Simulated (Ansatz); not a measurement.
A nudged elastic band was laid between two geometries of Cl2F2Zr + H3P (9 atoms, charge 0, multiplicity 1).

Computed with Ansatz 0.2.0, RKS PBE0-D4/def2-SVP.

| Item | Value |
| --- | --- |
| movable images | 5 |
| climbing image | yes |
| spring | 5.0 eV/Å² |
| optimiser | quadratic models (default) |
| start path | through a guess of the saddle point |
| force threshold | 0.03 eV/Å |
| iteration limit | 60 |
| end points | relaxed |

Image 0:

```xyz
9
Properties=species:S:1:pos:R:3
Zr -0.049 -0.272 -0.139
F -0.251 -0.169 1.735
Cl 2.177 -0.679 -0.732
Cl -0.881 1.645 -1.189
F -1.074 -1.737 -0.722
P 2.076 2.881 1.665
H 2.735 1.839 0.943
H 1.133 3.129 0.620
H 1.210 1.978 2.353
```

Image 6:

```xyz
9
Properties=species:S:1:pos:R:3
Zr 0.369 0.309 -0.180
F -0.732 0.744 1.901
Cl 1.849 0.106 -1.968
Cl -1.518 1.318 -1.132
F 0.308 -1.443 0.521
P 1.747 2.015 1.315
H 2.912 1.225 1.528
H 2.278 2.906 0.345
H -0.138 1.436 2.203
```

(1) What changes between the two ends?

(2) What energy profile does the band end with?

(3) What is the geometry of the highest image?

(4) What are the harmonic wavenumbers there?

Results:

(1) Bonds broken: P6–H9. Bonds formed: Zr1–P6, F2–H9. Cl2F2Zr + H3P becomes Cl2F2H3PZr.

(2) The run converged. The highest image is number 3 of 0 to 6, 35.1 kcal/mol above the first end and 3.8 kcal/mol above the last; the last end lies 31.3 kcal/mol above the first. A vibrational analysis at the climbing image gives one clearly imaginary mode, 529i cm⁻¹: a first-order saddle point. The orbitals stay closed-shell, which can raise the energy where a bond breaks towards radicals; this wasn't checked here.

```json
{"image": "0", "path coordinate (Å)": "0.00", "energy (kcal/mol)": "0.0", "P6–H9 (Å)": "1.43", "Zr1–P6 (Å)": "4.21", "F2–H9 (Å)": "2.67"}
{"image": "1", "path coordinate (Å)": "1.26", "energy (kcal/mol)": "0.8", "P6–H9 (Å)": "1.43", "Zr1–P6 (Å)": "4.03", "F2–H9 (Å)": "2.51"}
{"image": "2", "path coordinate (Å)": "2.53", "energy (kcal/mol)": "8.6", "P6–H9 (Å)": "1.43", "Zr1–P6 (Å)": "3.51", "F2–H9 (Å)": "2.00"}
{"image": "3", "path coordinate (Å)": "3.79", "energy (kcal/mol)": "35.1", "P6–H9 (Å)": "1.77", "Zr1–P6 (Å)": "2.82", "F2–H9 (Å)": "1.11"}
{"image": "4", "path coordinate (Å)": "4.19", "energy (kcal/mol)": "33.0", "P6–H9 (Å)": "1.97", "Zr1–P6 (Å)": "2.71", "F2–H9 (Å)": "0.99"}
{"image": "5", "path coordinate (Å)": "4.59", "energy (kcal/mol)": "31.4", "P6–H9 (Å)": "2.13", "Zr1–P6 (Å)": "2.66", "F2–H9 (Å)": "0.96"}
{"image": "6", "path coordinate (Å)": "4.99", "energy (kcal/mol)": "31.3", "P6–H9 (Å)": "2.16", "Zr1–P6 (Å)": "2.65", "F2–H9 (Å)": "0.96"}
```

(3) 
```xyz
9
Properties=species:S:1:pos:R:3
Zr 0.322 0.363 -0.050
F -0.691 0.746 1.837
Cl 2.117 0.255 -1.554
Cl -1.345 1.410 -1.297
F 0.103 -1.469 0.322
P 1.781 2.098 1.619
H 2.769 1.111 1.336
H 1.807 2.732 0.341
H 0.212 1.370 1.980
```

(4) 529i, 35, 97, 117, 119, 134, 180, 208, 211, 364, 384, 404, 416, 430, 699, 810, 1034, 1051, 1568, 2417, 2441 cm⁻¹.

Time of the run: 5.5 min on 4 threads of Arm Neoverse V2 (shared host), peak memory 0.38 GiB.
